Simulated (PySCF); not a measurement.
PySCF input file for Al(H)(NH2)2 (AlH5N2), SMILES [NH2][AlH][NH2], TDDFT-CAM-B3LYP/def2-SVPD. The structure is a stationary point at B3LYP-D3(BJ)/def2-TZVP. One conformer was computed; it need not be the lowest.

```python
import numpy as np
from pyscf import gto, scf, dft, tdscf

mol = gto.M(
    atom='''
    Al   -0.00000000    0.00000000   -0.48240111
    H    -0.00000000    0.00000000   -2.05559087
    N     0.00000000    1.53703751    0.40127962
    H    -0.00000000    2.43903330   -0.04801018
    H    -0.00000000    1.65030145    1.40245554
    N     0.00000000   -1.53703751    0.40127962
    H    -0.00000000   -1.65030145    1.40245554
    H     0.00000000   -2.43903330   -0.04801018
    ''',
    basis='def2-SVPD',
    charge=0,
    spin=0,
    symmetry=True,
    max_memory=1600,
    verbose=4,
)
mf = dft.RKS(mol, xc='cam-b3lyp').density_fit(auxbasis='def2-universal-jkfit')
mf.grids.level = 3
mf.conv_tol = 1e-9
mf.max_cycle = 100
mf.kernel()
mf.grids = dft.Grids(mol).set(level=1).build(with_non0tab=True)  # coarser grid for the response kernel
td = tdscf.TDDFT(mf)
td.singlet = True
td.nstates = 10
td.conv_tol = 1e-4
td.kernel(x0=td.get_init_guess(mf, 15))
td.analyze()
tt = tdscf.TDA(mf)
tt.singlet = False
tt.nstates = 4
tt.conv_tol = 1e-4
tt.kernel(x0=tt.get_init_guess(mf, 9))
tt.analyze(verbose=3)
```

Output:

```
PySCF version 2.14.0

[INPUT] verbose = 4
[INPUT] num. atoms = 8
[INPUT] num. electrons = 32
[INPUT] charge = 0
[INPUT] spin (= nelec alpha-beta = 2S) = 0
[INPUT] symmetry True subgroup None
[INPUT] Mole.unit = angstrom
[INPUT] Symbol           X                Y                Z      unit          X                Y                Z       unit  Magmom
[INPUT]  1 Al     0.000000000000   0.000000000000  -0.482401110000 AA    0.000000000000   0.000000000000  -0.911605980086 Bohr   0.0
[INPUT]  2 H      0.000000000000   0.000000000000  -2.055590870000 AA    0.000000000000   0.000000000000  -3.884503768456 Bohr   0.0
[INPUT]  3 N      0.000000000000   1.537037510000   0.401279620000 AA    0.000000000000   2.904579937083   0.758308581170 Bohr   0.0
[INPUT]  4 H      0.000000000000   2.439033300000  -0.048010180000 AA    0.000000000000   4.609104945694  -0.090726091391 Bohr   0.0
[INPUT]  5 H      0.000000000000   1.650301450000   1.402455540000 AA    0.000000000000   3.118617763473   2.650256872479 Bohr   0.0
[INPUT]  6 N      0.000000000000  -1.537037510000   0.401279620000 AA    0.000000000000  -2.904579937083   0.758308581170 Bohr   0.0
[INPUT]  7 H      0.000000000000  -1.650301450000   1.402455540000 AA    0.000000000000  -3.118617763473   2.650256872479 Bohr   0.0
[INPUT]  8 H      0.000000000000  -2.439033300000  -0.048010180000 AA    0.000000000000  -4.609104945694  -0.090726091391 Bohr   0.0

nuclear repulsion = 101.270306401703
point group symmetry = C2v
symmetry origin: [0.00000000e+00 0.00000000e+00 5.90539417e-09]
symmetry axis x: [-1. -0. -0.]
symmetry axis y: [0. 1. 0.]
symmetry axis z: [0. 0. 1.]
num. orbitals of irrep A1 = 42
num. orbitals of irrep A2 = 12
num. orbitals of irrep B1 = 17
num. orbitals of irrep B2 = 33
number of shells = 46
number of NR pGTOs = 152
number of NR cGTOs = 104
basis = def2-SVPD
ecp = {}


******** <class 'pyscf.df.df_jk.DFSymAdaptedRKS'> ********
method = DFSymAdaptedRKS
initial guess = minao
damping factor = 0
level_shift factor = 0
DIIS = <class 'pyscf.scf.diis.CDIIS'>
diis_start_cycle = 1
diis_space = 8
diis_damp = 0
SCF conv_tol = 1e-09
SCF conv_tol_grad = None
SCF max_cycles = 100
direct_scf = False
XC library pyscf.dft.libxc version 7.1.2
    S. Lehtola, C. Steigemann, M. J. T. Oliveira, and M. A. L. Marques,  SoftwareX 7, 1–5 (2018)
XC functionals = cam-b3lyp
    T. Yanai, D. P. Tew, and N. C. Handy,  Chem. Phys. Lett. 393, 51 (2004)
radial grids:
    Treutler-Ahlrichs [JCP 102, 346 (1995); DOI:10.1063/1.469408] (M4) radial grids

becke partition: Becke, JCP 88, 2547 (1988); DOI:10.1063/1.454033
pruning grids: <function nwchem_prune>
grids dens level: 3
symmetrized grids: True
atomic radii adjust function: <function treutler_atomic_radii_adjust>
small_rho_cutoff = 0
Freeze 0 electrons in irreps []
    32 free electrons in irreps A1 A2 B1 B2
Set gradient conv threshold to 3.16228e-05
Initial guess from minao.
tot grids = 96024
******** <class 'pyscf.df.df.DF'> ********
auxbasis = def2-universal-jkfit
Create RSH-DF object <pyscf.df.df.DF object> for omega=0.33
******** <class 'pyscf.df.df.DF'> ********
auxbasis = auxmol.basis = def2-universal-jkfit
init E= -354.731092752099
HOMO (A2) = -0.322440370085814  LUMO (A1) = -0.0265658155949295  gap/eV = 8.05116
cycle= 1 E= -354.743140364548  delta_E= -0.012  |g|= 0.582  |ddm|= 4.15
HOMO (A2) = -0.210372427501016  LUMO (A1) = 0.033053217344396  gap/eV = 6.62395
cycle= 2 E= -354.714456288973  delta_E= 0.0287  |g|= 0.701  |ddm|= 1.12
HOMO (A2) = -0.312693677853864  LUMO (A1) = 0.021309318032352  gap/eV = 9.08868
cycle= 3 E= -354.821717678084  delta_E= -0.107  |g|= 0.0241  |ddm|= 0.578
HOMO (A2) = -0.310013891642547  LUMO (A1) = 0.0217257938526885  gap/eV = 9.02710
cycle= 4 E= -354.82195438873  delta_E= -0.000237  |g|= 0.00726  |ddm|= 0.0757
HOMO (A2) = -0.310208502805123  LUMO (A1) = 0.0217362324234305  gap/eV = 9.03268
cycle= 5 E= -354.82197228799  delta_E= -1.79e-05  |g|= 0.00144  |ddm|= 0.0186
HOMO (A2) = -0.310486810211462  LUMO (A1) = 0.0216233050916603  gap/eV = 9.03718
cycle= 6 E= -354.821973151688  delta_E= -8.64e-07  |g|= 0.000244  |ddm|= 0.00509
HOMO (A2) = -0.310465105701417  LUMO (A1) = 0.0216256607832204  gap/eV = 9.03665
cycle= 7 E= -354.821973177269  delta_E= -2.56e-08  |g|= 3.42e-05  |ddm|= 0.000922
HOMO (A2) = -0.310462217358585  LUMO (A1) = 0.0216258556355977  gap/eV = 9.03658
cycle= 8 E= -354.821973178237  delta_E= -9.67e-10  |g|= 9.2e-06  |ddm|= 0.000125
HOMO (A2) = -0.310463587532241  LUMO (A1) = 0.0216257941222238  gap/eV = 9.03661
Extra cycle  E= -354.821973178266  delta_E= -2.89e-11  |g|= 5.68e-06  |ddm|= 2.3e-05
converged SCF energy = -354.821973178266
tot grids = 28952


******** <class 'pyscf.tdscf.rks.TDDFT'> for <class 'pyscf.df.df_jk.DFSymAdaptedRKS'> ********
nstates = 10 singlet
deg_eia_thresh = 1.000e-03
wfnsym = None
conv_tol = 0.0001
eigh lindep = 1e-12
eigh level_shift = 0
eigh max_cycle = 100


Excitation energies (eV)
[5.8998633  6.55410909 6.76098981 7.39891095 7.48679097 7.60515713
 7.85270095 7.8717158  8.11340859 8.29796304]

** Singlet excitation energies and oscillator strengths **
Excited State   1:   A2      5.89986 eV    210.15 nm  f=0.0000
      15 -> 19       -0.14739
      16 -> 17       -0.66785
      16 -> 21       -0.10397
Excited State   2:   B1      6.55411 eV    189.17 nm  f=0.1356
      15 -> 17        0.55062
      16 -> 19        0.40058
      16 -> 23        0.10717
Excited State   3:   B2      6.76099 eV    183.38 nm  f=0.0916
      16 -> 18        0.70042
Excited State   4:   B1      7.39891 eV    167.57 nm  f=0.0112
      15 -> 17       -0.39172
      15 -> 20        0.12570
      16 -> 19        0.54876
Excited State   5:   A1      7.48679 eV    165.60 nm  f=0.0676
      14 -> 17        0.10009
      15 -> 18       -0.69356
Excited State   6:   A2      7.60516 eV    163.03 nm  f=0.0000
      15 -> 19       -0.37762
      16 -> 20       -0.55038
      16 -> 22       -0.16496
Excited State   7:   A2      7.85270 eV    157.89 nm  f=0.0000
      15 -> 19        0.33629
      15 -> 23       -0.10696
      16 -> 20       -0.24792
      16 -> 21       -0.46207
      16 -> 22        0.28131
Excited State   8:   B1      7.87172 eV    157.51 nm  f=0.0744
      14 -> 18       -0.66327
      15 -> 20        0.18587
Excited State   9:   A2      8.11341 eV    152.81 nm  f=0.0000
      15 -> 19       -0.36489
      15 -> 23       -0.11851
      15 -> 26        0.19009
      16 -> 17        0.17651
      16 -> 20        0.31274
      16 -> 21       -0.38778
      16 -> 27        0.14885
Excited State  10:   B1      8.29796 eV    149.42 nm  f=0.0120
      15 -> 17       -0.11318
      15 -> 21        0.40701
      15 -> 22       -0.15107
      15 -> 27       -0.12676
      16 -> 23        0.44626
      16 -> 26       -0.22914

** Transition electric dipole moments (AU) **
state          X           Y           Z        Dip. S.      Osc.
  1        -0.0000     -0.0000     -0.0000      0.0000      0.0000
  2        -0.9190     -0.0000      0.0000      0.8446      0.1356
  3         0.0000      0.7436      0.0000      0.5529      0.0916
  4         0.2481     -0.0000     -0.0000      0.0616      0.0112
  5        -0.0000     -0.0000     -0.6073      0.3688      0.0676
  6        -0.0000      0.0000     -0.0000      0.0000      0.0000
  7        -0.0000      0.0000     -0.0000      0.0000      0.0000
  8        -0.6210     -0.0000      0.0000      0.3857      0.0744
  9         0.0000      0.0000      0.0000      0.0000      0.0000
 10         0.2427      0.0000     -0.0000      0.0589      0.0120

** Transition velocity dipole moments (imaginary part, AU) **
state          X           Y           Z        Dip. S.      Osc.
  1        -0.0000      0.0000      0.0000      0.0000      0.0000
  2        -0.2308     -0.0000      0.0000      0.0533      0.1474
  3        -0.0000      0.1908      0.0000      0.0364      0.0977
  4         0.0845      0.0000     -0.0000      0.0071      0.0175
  5         0.0000      0.0000     -0.1687      0.0285      0.0690
  6        -0.0000      0.0000      0.0000      0.0000      0.0000
  7         0.0000      0.0000      0.0000      0.0000      0.0000
  8        -0.1831     -0.0000      0.0000      0.0335      0.0773
  9         0.0000     -0.0000     -0.0000      0.0000      0.0000
 10         0.0698      0.0000     -0.0000      0.0049      0.0106

** Transition magnetic dipole moments (imaginary part, AU) **
state          X           Y           Z
  1        -0.0000      0.0000      0.8877
  2        -0.0000      0.3213     -0.0000
  3        -0.4659      0.0000     -0.0000
  4         0.0000      0.0698     -0.0000
  5         0.0000     -0.0000     -0.0000
  6        -0.0000      0.0000     -0.4936
  7         0.0000     -0.0000     -0.2652
  8        -0.0000     -1.5909     -0.0000
  9         0.0000     -0.0000      0.0333
 10         0.0000      0.2528     -0.0000


******** <class 'pyscf.tdscf.rks.TDA'> for <class 'pyscf.df.df_jk.DFSymAdaptedRKS'> ********
nstates = 4 triplet
deg_eia_thresh = 1.000e-03
wfnsym = None
conv_tol = 0.0001
eigh lindep = 1e-12
eigh level_shift = 0
eigh max_cycle = 100


Excitation energies (eV)
[5.58885921 5.84705388 6.05032213 6.48628957]

** Triplet excitation energies and oscillator strengths **
Excited State   1:   A2      5.58886 eV    221.84 nm  f=0.0000
Excited State   2:   B2      5.84705 eV    212.05 nm  f=0.0000
Excited State   3:   B1      6.05032 eV    204.92 nm  f=0.0000
Excited State   4:   A1      6.48629 eV    191.15 nm  f=0.0000
```

Self-consistency was reached.

Cost: roughly 50 core-seconds.
